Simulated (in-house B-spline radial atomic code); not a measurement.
**Ionising the magnesium ion Mg⁷⁺ with different functionals**

Computed with a B-spline radial code for spherical atoms: four-component Dirac-Coulomb Hamiltonian, Fermi nucleus of rms radius 3.057 fm, spin-restricted, spherical fractional occupations for the functionals. The ionisation energy is the difference of two self-consistent energies, [He] 2s2 2p1 → [He] 2s2, without Breit or QED terms; ε is the level of the shell that loses the electron (mean over j). The electron is taken from both j subshells in proportion to 2j + 1, so the result is a j average, not the step between ground levels.

Hybrids are left out here: with spherical fractional occupations of an open shell their exact exchange keeps a self-interaction that integer-occupation calculations don't have.

```json
{"method": "LDA VWN5", "rung": "LDA", "ΔSCF (eV)": "264.56", "-ε(2p) (eV)": "243.31"}
{"method": "relativistic LDA", "rung": "LDA", "ΔSCF (eV)": "?", "-ε(2p) (eV)": "?"}
{"method": "LDA PW92", "rung": "LDA", "ΔSCF (eV)": "264.55", "-ε(2p) (eV)": "243.30"}
{"method": "LDA exchange-only", "rung": "LDA", "ΔSCF (eV)": "262.39", "-ε(2p) (eV)": "241.13"}
{"method": "PBE", "rung": "GGA", "ΔSCF (eV)": "264.70", "-ε(2p) (eV)": "243.38"}
{"method": "PBEsol", "rung": "GGA", "ΔSCF (eV)": "?", "-ε(2p) (eV)": "?"}
{"method": "BLYP", "rung": "GGA", "ΔSCF (eV)": "264.98", "-ε(2p) (eV)": "243.64"}
{"method": "RPBE", "rung": "GGA", "ΔSCF (eV)": "264.41", "-ε(2p) (eV)": "243.16"}
{"method": "PW91", "rung": "GGA", "ΔSCF (eV)": "264.96", "-ε(2p) (eV)": "243.66"}
{"method": "BP86", "rung": "GGA", "ΔSCF (eV)": "264.70", "-ε(2p) (eV)": "243.46"}
{"method": "AM05", "rung": "GGA", "ΔSCF (eV)": "263.96", "-ε(2p) (eV)": "242.80"}
{"method": "OLYP", "rung": "GGA", "ΔSCF (eV)": "264.12", "-ε(2p) (eV)": "243.10"}
```

Task: What does PBEsol give?

Result: ΔSCF 264.17 eV, and -ε(2p) = 242.96 eV.

Task: What does relativistic LDA give?

Result: ΔSCF 264.54 eV, and -ε(2p) = 243.28 eV.

Task: How do they compare with the NIST value?

Result: NIST lists 265.92 eV ± 0.019 (semi-empirical, ground level to ground level). Errors run from -3.54 to -0.95 eV; BLYP is closest (-0.95 eV), though others lie within the uncertainty of it, and part of that can be cancellation, since the calculations leave out Breit-QED terms, spin polarisation, the choice among j levels, multiplet and fine-structure energies.
